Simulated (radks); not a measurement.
The mercury ion Hg10+, configuration [Xe] 4f14 5d2.

Method: Dirac Kohn-Sham, relativistic LDA (MacDonald-Vosko exchange, VWN5 correlation), spin-unpolarised, spherical densities, finite nucleus; open shells fill j = l - 1/2 first; Fermi nuclear charge, rms radius 5.4648 fm; computed with a radial shooting solver on a logarithmic mesh with Libxc functionals.

Energy parts (eV):
part                       energy
total                  -532746.90
kinetic                 611788.06
electron-nucleus      -1330631.84
Hartree                 194673.60
exchange-correlation     -8576.73

Orbitals (lengths in bohr, moments of r in powers of bohr; r(max) is where P^2 peaks; r(90%) holds 90 % of the orbital's charge):
orbital  occ.  eigenvalue (eV)  r(90%)   r(max)
1s1/2       2        -82572.84  0.0305  0.01028
2s1/2       2        -14786.62   0.109  0.05963
2p1/2       2        -14209.61  0.0954  0.04379
2p3/2       4        -12288.65   0.107  0.05125
3s1/2       2        -3643.142   0.266   0.1677
3p1/2       2        -3380.392   0.258   0.1563
3p3/2       4        -2954.273   0.279   0.1714
3d3/2       4        -2515.275   0.253   0.1331
3d5/2       6        -2423.370   0.259   0.1373
4s1/2       2        -934.7294   0.574   0.3772
4p1/2       2        -821.4963   0.584   0.3748
4p3/2       4        -718.1025   0.632   0.4059
4d3/2       4        -531.7304   0.660   0.3976
4d5/2       6        -512.3021   0.675   0.4072
5s1/2       2        -283.1306    1.24   0.8198
4f5/2       6        -270.9088   0.754   0.3627
4f7/2       8        -266.6470   0.764   0.3672
5p1/2       2        -243.6595    1.32   0.8570
5p3/2       4        -222.6198    1.41   0.9259
5d3/2       2        -163.6943    1.64    1.039
5d5/2       0        -160.4755    1.67    1.062

The highest occupied level is 5d3/2 at -163.69 eV. The density falls to 0.001 e/bohr^3 at r = 2.34 bohr. Summed over all electrons, <r^2> = 19.37 bohr^2, which gives a Langevin (diamagnetic) susceptibility term of -15.3 x 10^-6 cm^3/mol. For comparison, the ionisation energy in NIST's Atomic Spectra Database is 173 eV (theoretical). In exact Kohn-Sham theory the highest level is minus the ionisation energy, but local and semilocal functionals leave it too shallow, through self-interaction and a potential that decays too fast; potentials with the right tail come closer.

Beside tabulated values, note that spin-unpolarised runs miss the spin-polarisation part of the exchange energy of open shells.
